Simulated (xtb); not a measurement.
ClGe, doublet, from a rough starting geometry.

The xtb input:
```
$ xtb mol.xyz --gfn 2 --uhf 1 --opt vtight --json

# file mol.xyz
2

Ge     0.06376981    -0.01512053    -1.01327883
Cl    -0.05412987     0.04134438     1.09956794
```

What does this run give for the dipole moment, total energy at the end of the optimisation?


```yaml
dipole_moment: 2.06 D
total_energy_at_the_end_of_the_optimisation: -6.492423 Ha
```
